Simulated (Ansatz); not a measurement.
CH$_{3}$Cl$_{3}$TeTiZn (`[CH3][Zn][Te][Ti]([Cl])([Cl])[Cl]`), relaxed with RKS PBE-D4/def2-SVP in the Gaussian-basis code of Ansatz from a rough embedded geometry. The force threshold is 0.03 eV/Å; the program also tests the step.

Total charge 0; spin multiplicity 1. Te: def2 effective core potential.

Start:

```xyz
10

C    -1.274    0.717    0.986
Zn   -1.212    1.577   -0.365
Te   -0.414    0.856   -1.925
Ti    1.370   -0.848   -0.936
Cl    2.784   -1.695   -2.572
Cl    0.261   -2.672    0.132
Cl    2.680    0.237    0.699
H    -2.033   -0.130    0.977
H    -0.451    0.351    1.653
H    -1.712    1.608    1.350
```

(1) By how much does the energy fall, and how many steps does the optimiser take? (An estimate is asked.)

(2) Which bonds change most? (An estimate is asked.)

(3) Give the relaxed structure. (Best estimate.)

## Answers

(1) Ansatz gave: 817.44 kJ/mol, in 24 steps.

(2) Computed: Zn2–Te3 from 1.894 to 2.574 Å; Zn2–Ti4 from 3.588 to 3.110 Å; C1–Zn2 from 1.603 to 1.951 Å.

(3) The calculation gave: 
```xyz
10

C    -2.002    0.647    1.390
Zn   -0.572    0.539    0.067
Te    0.688    1.386   -2.012
Ti    1.943   -0.711   -1.269
Cl    1.896   -2.170   -2.889
Cl    0.887   -1.514    0.564
Cl    4.002   -0.165   -0.801
H    -2.705   -0.199    1.254
H    -1.576    0.590    2.411
H    -2.560    1.597    1.284
```
